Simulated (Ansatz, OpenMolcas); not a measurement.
## How methods differ on InSi2H7 (SMILES [SiH3][SiH2][InH2])

InSi2H7 has 10 atoms, charge 0, and is taken as a singlet. SMILES: `[SiH3][SiH2][InH2]`. The coordinates come from a PBE0-D4/def2-TZVP relaxation.

```xyz
10

Si   -1.4509    0.7323   -0.8216
Si    0.0231   -0.9827   -0.2224
In    1.8848   -0.0627    1.2931
H    -2.5411    0.2487   -1.7115
H    -0.7077    1.8121   -1.5275
H    -2.0657    1.3205    0.4005
H    -0.7613   -2.0569    0.4518
H     0.5887   -1.5579   -1.4773
H     1.7614   -0.1609    3.0139
H     3.2688    0.7075    0.6011
```

Each level gives the vertical ionisation energy (to the doublet cation) (eV). The values are calculated.

| level | kind | program | value (eV) | CPU time (all runs) |
| --- | --- | --- | --- | --- |
| SVWN5/def2-SVP (core potential) | LDA | Ansatz | 9.03 | 16 s |
| BLYP/def2-SVP (core potential) | GGA | OpenMolcas | 8.73 | 2.6 min |
| revPBE/def2-SVP (core potential) | GGA | Ansatz | 8.84 | 28 s |
| PBE0/def2-SVP (core potential) | global hybrid | Ansatz | 9.09 | 39 s |
| r2SCAN0/def2-SVP (core potential) | hybrid meta-GGA | Ansatz | 9.15 | 78 s |
| CAM-B3LYP/def2-SVP (core potential) | range-separated hybrid | Ansatz | 9.18 | 44 s |
| MP2/def2-SVP (core potential) | perturbation theory | Ansatz | 9.10 | 13 s |
| BCCD(T)/def2-SVP (core potential) | coupled cluster or CI | Ansatz | 9.04 | 3.1 min |

Spin-orbit coupling, which can split open shells on such heavy atoms by tenths of an eV, is left out. The values span 8.73 to 9.18 eV. In the correlated wave-function rows the outer d shell of In is correlated, in sets not made for it. Times are those of the runs behind each value, whatever else they computed, on shared processors of several kinds: orders of magnitude only.
